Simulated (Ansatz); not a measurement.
Cartesian coordinates in Å:
```
O 1.663 -0.236 -1.436
B 1.137 -0.695 -0.272
C -0.126 0.018 0.270
Al -1.628 0.523 -0.861
C -0.297 0.362 1.545
Cl 0.885 0.132 2.800
H 2.428 -0.736 -1.729
H 1.621 -1.653 0.268
H -1.691 0.133 -2.394
H -2.812 1.304 -0.144
H -1.179 0.847 1.954
```

The species carries charge 0 and has multiplicity 1.

(1) List the PBE0/def2-TZVPP orbital energies in eV (Ansatz). (Best estimate.)

Results:

(1) Ansatz gave: Occupied: -2767.67, -1527.75, -523.42, -280.38, -277.80, -259.48, -197.81, -197.62, -197.59, -185.11, -113.63, -73.77, -73.55, -73.54, -29.06, -24.48, -20.88, -16.85, -15.30, -13.48, -12.78, -12.12, -11.00, -10.76, -10.46, -9.88, -8.79, -8.50, -7.98, -7.71. Lowest empty: -1.86, -0.85, 0.52, 0.79, 1.04, 1.36, 1.67, 2.58.
